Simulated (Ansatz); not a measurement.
```yaml
crystal:
  periodic: [false, false, false]
  atoms:
    - {symbol: O, position_ang: [0.745221, -0.572451, 2.941058]}
    - {symbol: C, position_ang: [0.455404, -0.349763, 1.796960]}
    - {symbol: Re, position_ang: [-0.035310, 0.027105, -0.139322]}
    - {symbol: Cl, position_ang: [-0.659748, 0.506424, -2.602114]}
    - {symbol: C, position_ang: [-1.291745, 1.637788, 0.402501]}
    - {symbol: O, position_ang: [-2.000028, 2.544498, 0.696139]}
    - {symbol: C, position_ang: [-1.690749, -1.284599, -0.065364]}
    - {symbol: O, position_ang: [-2.623202, -2.019167, -0.034593]}
    - {symbol: C, position_ang: [1.578588, 1.370674, -0.377262]}
    - {symbol: O, position_ang: [2.482286, 2.127306, -0.521668]}
    - {symbol: C, position_ang: [1.179767, -1.551632, -0.844747]}
    - {symbol: O, position_ang: [1.859517, -2.436182, -1.251598]}
basis:
  gaussian: {orbitals: def2-TZVPP, point_charges: [{charge: 0.50, position_ang: [6.344, 0.325, 0.718]}]}
total_charge: 1
magnetization: {spin_polarized: true, initial_magnetization: 1}
hamiltonian: {xc: {name: BHLYP}}
output: {forces: true}
```

```sh
$ ansatz run in.yaml --threads 4 --pin off --events-out ev --progress --plain --max-ram 46080MiB --backend cuda --devices 0, --max-vram 37GiB
```

Output, abridged:

```
Functional definition: BHLYP
2772 factors; their error is unknown
mean field evaluation 1: about -30048.8954 eV, gradient 5.9e1 eV
mean field evaluation 2: about -30001.9301 eV, gradient 1.3e2 eV
mean field evaluation 4: about -30059.4111 eV, gradient 1.4e1 eV
mean field evaluation 8: about -30060.2453 eV, gradient 3.5e-1 eV
mean field evaluation 16: about -30060.4428 eV, gradient 2.8e-2 eV
mean field evaluation 32: about -30060.4430 eV, gradient 2.3e-5 eV
mean field -30060.44297903 eV, -1104.7009037794 hartree, gradient 1.2e-8 eV, S^2 0.765926; 6 other end points of the search recorded, 0 dependent functions left out
reference -30060.44320287 eV, -1104.7009120051 hartree; 51, 50 occupied and 357, 358 virtual orbitals, 2772 factors
Total energy: -30060.44320287 eV, -1104.7009120051 hartree
Atom 0 at     0.745221    -0.572451     2.941058 Å, force    -2.116773     1.651061    -8.473334 eV/Å
Atom 1 at     0.455404    -0.349763     1.796960 Å, force     1.894254    -1.526971     7.824542 eV/Å
Atom 2 at    -0.035310     0.027105    -0.139322 Å, force    -0.226507     0.422933    -1.927865 eV/Å
Atom 3 at    -0.659748     0.506424    -2.602114 Å, force     0.567261    -0.437830     2.238905 eV/Å
Atom 4 at    -1.291745     1.637788     0.402501 Å, force    -5.038430     6.190516     2.162339 eV/Å
Atom 5 at    -2.000028     2.544498     0.696139 Å, force     5.276247    -6.722354    -2.210227 eV/Å
Atom 6 at    -1.690749    -1.284599    -0.065364 Å, force    -6.381590    -4.847701     0.253812 eV/Å
Atom 7 at    -2.623202    -2.019167    -0.034593 Å, force     6.907366     5.423662    -0.239741 eV/Å
Atom 8 at     1.578588     1.370674    -0.377262 Å, force     5.638455     4.673304    -0.962996 eV/Å
Atom 9 at     2.482286     2.127306    -0.521668 Å, force    -6.367107    -5.372886     1.032873 eV/Å
Atom 10 at     1.179767    -1.551632    -0.844747 Å, force     4.611005    -5.913561    -2.657751 eV/Å
Atom 11 at     1.859517    -2.436182    -1.251598 Å, force    -4.936061     6.445831     2.941729 eV/Å
Dipole moment:    -0.089980    -0.099041     0.392201 e Å
```

It took 27 s on 4 threads of an AMD EPYC 7R13 on a shared host and a share of an NVIDIA H100 80 GB, with 1.2 GiB of host memory at the peak.
